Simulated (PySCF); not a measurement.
# Nuclear quadrupole coupling in `CC#CC1=C(CC)CCC1=O`

C10H12O.
Structure used (GFN2-xTB), in Å, numbered top down from 1:
```xyz
23
C10H12O angstrom
C      4.096   -0.358   -0.391
C      2.663   -0.504   -0.294
C      1.468   -0.615   -0.212
C      0.077   -0.799   -0.103
C     -0.883    0.129   -0.295
C     -0.665    1.560   -0.651
C     -0.934    2.482    0.543
C     -2.257   -0.434   -0.091
C     -2.027   -1.907    0.248
C     -0.518   -2.103    0.247
O      0.056   -3.137    0.490
H      4.360    0.683   -0.578
H      4.477   -0.973   -1.206
H      4.563   -0.682    0.540
H     -1.330    1.838   -1.473
H      0.368    1.690   -0.980
H     -0.308    2.198    1.385
H     -0.711    3.512    0.277
H     -1.976    2.425    0.848
H     -2.772    0.093    0.715
H     -2.858   -0.307   -0.995
H     -2.471   -2.580   -0.486
H     -2.425   -2.185    1.225
```

Field gradients from the PBE0/pcSseg-1 density (PySCF, non-relativistic), principal values in atomic units, ordered |Vxx| ≤ |Vyy| ≤ |Vzz|:

| atom | Vxx | Vyy | Vzz |
| --- | --- | --- | --- |
| O11 | 0.5732 | 1.2929 | -1.8661 |

Question: Find the asymmetry η = (Vxx − Vyy)/Vzz and the couplings χ = eQV/h (234.96 MHz × Q in barn × V in au), with Q(17O) = −0.0256 b.

Answer: 
```tsv
atom	environment	nucleus	η	χzz (MHz)	χxx (MHz)	χyy (MHz)
O11	ketone oxygen	17O	0.39	11.23	-3.45	-7.78
```

The tensor is traceless: Vxx + Vyy + Vzz = 0.

Question: What is Vzz at O11 in SI units (1 au = 9.71736 × 10²¹ V/m²)?

Answer: -1.8661 au = -18.134 × 10²¹ V/m².

Question: And the gradient at the other heavy atoms, for which no coupling is worked out here?

Answer: 
```csv
atom,environment,Vzz (au),η
C1,propargylic carbon,0.126,0.03
C2,alkyne carbon,-0.278,0.07
C3,alkyne carbon,-0.226,0.07
C4,fully substituted alkene carbon,-0.197,0.91
C5,fully substituted alkene carbon,0.433,0.28
C6,allylic carbon,-0.087,0.56
C7,methyl carbon,0.095,0.17
C8,allylic carbon,0.050,0.55
C9,sp3 carbon next to a carbonyl,0.060,0.56
C10,ketone carbonyl carbon,0.499,0.15
```

Question: What couplings would deuterons (Q(2H) = 0.00286 b) have in place of the hydrogens, at this geometry?

Answer: 
```csv
atom,bonded to,bond length (Å),Vzz (au),η,χzz (kHz)
H12,C1,1.090,0.3079,0.02,207
H13,C1,1.090,0.3077,0.02,207
H14,C1,1.090,0.3077,0.02,207
H15,C6,1.094,0.3008,0.02,202
H16,C6,1.092,0.2974,0.03,200
H17,C7,1.088,0.3124,0.02,210
H18,C7,1.087,0.3159,0.02,212
H19,C7,1.087,0.3149,0.03,212
H20,C8,1.092,0.3042,0.02,204
H21,C8,1.093,0.3031,0.02,204
H22,C9,1.090,0.3086,0.02,207
H23,C9,1.090,0.3084,0.02,207
```

Geometry: GFN2-xTB, one conformer, isolated molecule. GFN2-xTB bond lengths can be off by several hundredths of an ångström, more for odd bonds, and the gradients follow them. The small basis limits the accuracy of the gradients.
